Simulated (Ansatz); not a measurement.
Cost and result up the ladder for Al₃Ga⁻ (the lowest doublet isomer of a short search) (4 atoms). The state is a doublet with charge -1. Geometry: PBE0-D4/def2-SVPD.

```xyz
4

Al   -0.7159   -1.0641    0.9060
Al   -1.7544    0.8890   -0.3616
Al    0.7303    1.0568   -0.9029
Ga    1.7401   -0.8817    0.3585
```

Ansatz on 4 threads of AMD EPYC 9R45 on a shared host. Times are rough, summed over both states, and most runs start from the orbitals of an earlier one. B2PLYP/def2-TZVPD serves as the yardstick here, not as an exact answer. Differences are given only for rows in sets of like size (and for xTB, whose basis is part of the method), since another set adds its own error. The other state is a quartet at its own geometry, which has other bonds, so the gap mixes isomer and spin.

The 6-31G sets use Cartesian d functions. B3LYP takes the VWN-RPA correlation. Correlated methods freeze 24 core orbitals; core or outer-core shells of Ga are correlated, in sets that lack core-valence functions. The structure comes from a short search, and lower isomers may exist.

Run but left out: HF/6-31G, HF/def2-TZVPD, MP2/def2-TZVPD, CCSD/def2-TZVPD, CCSD(T)/def2-TZVPD (doublet: ⟨S²⟩ 2.03 to 2.10, where a pure state has 0.75).

Correlated methods converge slowly with the basis.

| level | functions | wall time |
| --- | --- | --- |
| B3LYP-D4/6-31G | 68 | 1.4 s |
| PBE-D4/def2-TZVPD | 183 | 2.8 s |
| RPA@PBE/def2-TZVPD | 183 | 4 s |
| BLYP-D4/def2-TZVPD | 183 | 4.6 s |
| PBE0-D4/def2-TZVPD | 183 | 6.1 s |
| B3LYP-D4/def2-TZVPD | 183 | 7.4 s |
| r2SCAN-D4/def2-TZVPD (with forces) | 183 | 14 s |
| B2PLYP/def2-TZVPD | 183 | 15 s |
| r2SCANh-D4/def2-TZVPD | 183 | 17 s |
| ωB97X-V/def2-TZVPD | 183 | 29 s |

Estimate what each level gives for the quartet − doublet (eV).


```csv
level,quartet − doublet (eV),difference from B2PLYP/def2-TZVPD (eV),remarks
B3LYP-D4/6-31G,0.31,–,–
PBE-D4/def2-TZVPD,0.22,-0.04,–
RPA@PBE/def2-TZVPD,0.23,-0.03,–
BLYP-D4/def2-TZVPD,0.32,0.06,"HOMO above zero (doublet), HOMO above zero (quartet)"
PBE0-D4/def2-TZVPD,0.10,-0.16,–
B3LYP-D4/def2-TZVPD,0.22,-0.04,–
r2SCAN-D4/def2-TZVPD (with forces),0.13,-0.14,–
B2PLYP/def2-TZVPD,0.26,0.00,–
r2SCANh-D4/def2-TZVPD,0.09,-0.17,–
ωB97X-V/def2-TZVPD,-0.01,-0.27,–
```
